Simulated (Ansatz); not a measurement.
Relaxation of the cluster Sn5⁻ with UKS PBE-D4/def2-SVPD.

```sh
$ ansatz run in.yaml --threads 4 --pin off --events-out ev --progress --plain --max-ram 8704MiB
```

```yaml
crystal:
  periodic: [false, false, false]
  atoms:
    - {symbol: Sn, position_ang: [1.341240, 1.302630, 2.117630]}
    - {symbol: Sn, position_ang: [-2.319510, -1.311700, -0.930700]}
    - {symbol: Sn, position_ang: [-0.173890, 0.173520, -2.006780]}
    - {symbol: Sn, position_ang: [-0.849100, 0.002480, 1.019670]}
    - {symbol: Sn, position_ang: [2.001260, -0.166940, -0.199820]}
basis:
  gaussian: {orbitals: def2-SVPD}
total_charge: -1
magnetization: {spin_polarized: true, initial_magnetization: 1}
hamiltonian: {xc: pbe, dispersion: d4}
scf: {lower_state_search: "off"}
output: {orbitals: {seedname: orbitals}}
relax: {f_tol: 0.02, max_steps: 100}
```

Run time 33 s (4 threads of Arm Neoverse N1 on a shared host).

Positions (Å) and forces (eV/Å) at steps 1, 2, 4, 5 of 5:

```xyz
5
step=1 energy=-29163.4680 eV
Sn    1.341    1.303    2.118    0.136    0.325    0.321
Sn   -2.320   -1.312   -0.931   -0.338   -0.326   -0.075
Sn   -0.174    0.174   -2.007   -0.021    0.298   -0.446
Sn   -0.849    0.002    1.020   -0.213    0.000    0.260
Sn    2.001   -0.167   -0.200    0.437   -0.297   -0.061
5
step=2 energy=-29163.5117 eV
Sn    1.367    1.367    2.143   -0.035   -0.157   -0.207
Sn   -2.348   -1.375   -0.952    0.208    0.159   -0.004
Sn   -0.199    0.254   -2.057   -0.019   -0.129    0.175
Sn   -0.873    0.002    1.050    0.014   -0.001   -0.016
Sn    2.053   -0.248   -0.184   -0.167    0.128    0.052
5
step=4 energy=-29163.5242 eV rejected
Sn    1.367    1.366    2.060    0.021   -0.008    0.004
Sn   -2.268   -1.372   -0.968   -0.008    0.008   -0.020
Sn   -0.186    0.293   -2.019   -0.036   -0.034    0.066
Sn   -0.929    0.000    1.118    0.081    0.000   -0.096
Sn    2.015   -0.288   -0.190   -0.059    0.034    0.048
5
step=5 energy=-29163.5281 eV
Sn    1.370    1.360    2.089   -0.002    0.003    0.004
Sn   -2.297   -1.366   -0.965   -0.004   -0.003    0.002
Sn   -0.192    0.266   -2.021    0.003    0.004   -0.008
Sn   -0.899    0.001    1.081   -0.006    0.000    0.007
Sn    2.018   -0.260   -0.184    0.008   -0.004   -0.004
```

In the def2 sets Sn takes a core potential; there is no spin–orbit coupling. Another isomer (doublet) lies 0.85 eV lower at PBE0-D4/def2-TZVPD; other spin states weren't run for this one.
